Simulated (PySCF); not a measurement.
# Correlation energy of Ag (silver, neutral)

[Kr] 4d10 5p1, 2P determinant (an excited configuration). Calculation: PySCF 2.14, in x2c-TZVPPall with one added diffuse shell each of s, p, d, f type (9s7p7d3f1g, 95 functions); the spin-free X2C one-electron Hamiltonian (Gaussian nucleus). Frozen: [Kr]; 11 electrons correlated.

```json
{"level": "CCSD", "correlation energy (mhartree)": "-345.78"}
{"level": "(T)", "correlation energy (mhartree)": "-12.89"}
{"level": "CCSD(T)", "correlation energy (mhartree)": "-358.67"}
```

Diagnostics: T1 = 0.024, D1 = 0.1102, largest double amplitude 0.026.

Task: Is a single reference adequate?

Result: Yes, within this model without spin-orbit coupling: T1 lies below 0.03 and no double amplitude reaches 0.07.
